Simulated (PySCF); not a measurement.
This PySCF input asks for the NMR shieldings of `InChI=1S/C6H12B2OSi/c1-6(2)5-8(9-7)3-4-10/h1,5,7H2,2,10H3`; the geometry comes from GFN2-xTB.

```python
import basis_set_exchange as bse
import numpy as np
from pyscf import gto, dft
from pyscf.prop import nmr

atoms = """
B     0.407352    2.623259   -2.326373
O     0.335281    1.846614   -1.292858
B     0.230534    1.071762   -0.249208
C     1.388444    0.172942    0.184683
C     2.283127   -0.552798    0.561511
Si    3.638137   -1.670362    1.134605
C    -1.152249    1.018120    0.585922
C    -1.928615   -0.202476    0.170558
C    -2.853268   -0.158670   -0.776718
C    -1.561407   -1.471235    0.877590
H     0.808454    3.726419   -2.196647
H     0.069958    2.219083   -3.382974
H     3.028291   -2.916027    1.609291
H     4.350094   -0.995788    2.223149
H     4.535904   -1.932890    0.007035
H    -1.743415    1.912390    0.384318
H    -0.954405    0.969128    1.657572
H    -3.108825    0.758113   -1.281383
H    -3.393984   -1.037780   -1.084486
H    -0.488330   -1.641617    0.801915
H    -1.811810   -1.396308    1.935940
H    -2.089679   -2.322494    0.455710
"""
names = dict.fromkeys(["B", "O", "C", "Si", "H"], "pcSseg-1")
basis = {el: gto.basis.parse(bse.get_basis(n, elements=[el], fmt="nwchem")) for el, n in names.items()}
mol = gto.M(atom=atoms, basis=basis, charge=0, verbose=0)
mf = dft.RKS(mol, xc="PBE0")
mf.grids.level = 2
mf.grids.alignment = dft.numint.BLKSIZE   # the property module wants whole blocks of grid points
mf.conv_tol = 1e-9
mf.kernel()

calc = nmr.RKS(mf)   # GIAO
C = mf.mo_coeff
Co = C[:, mf.mo_occ > 0]
resp = mf.gen_response(singlet=True, hermi=2)
def vind(x):   # induced exchange potential for any number of trial vectors
    d = np.einsum("pi,xij,qj->xpq", C, 2 * x.reshape(-1, C.shape[1], Co.shape[1]), Co, optimize=True)
    return np.einsum("xpq,pi,qj->xij", resp(d - d.transpose(0, 2, 1)), C, Co, optimize=True).ravel()
mo1, _ = nmr.rhf.solve_mo1(calc, with_cphf=vind)
sigma = calc.kernel(mo1)
for i, s in enumerate(sigma):   # ppm
    print("%2d %-2s %9.2f" % (i, mol.atom_pure_symbol(i), np.trace(s) / 3))
```

**Question.** What are the results?

**Answer.** 
```
 0 B      60.23
 1 O      26.34
 2 B      71.87
 3 C      63.12
 4 C      72.28
 5 Si    448.17
 6 C     145.96
 7 C      37.03
 8 C      70.13
 9 C     159.04
10 H      26.32
11 H      26.30
12 H      27.41
13 H      27.41
14 H      27.46
15 H      29.68
16 H      29.66
17 H      26.70
18 H      26.60
19 H      28.93
20 H      29.78
21 H      29.85
```

These numbers come from an equivalent density-fitted implementation of the same equations, which agrees with the script to about 0.01 ppm for H and up to a few tenths of a ppm for heavy atoms, so last digits may differ.

Size and cost of the density-fitted run: 237 basis functions, 87 s wall time on 1 thread of an Intel Xeon Platinum 8259CL, shared host; peak memory 1.1 GiB.
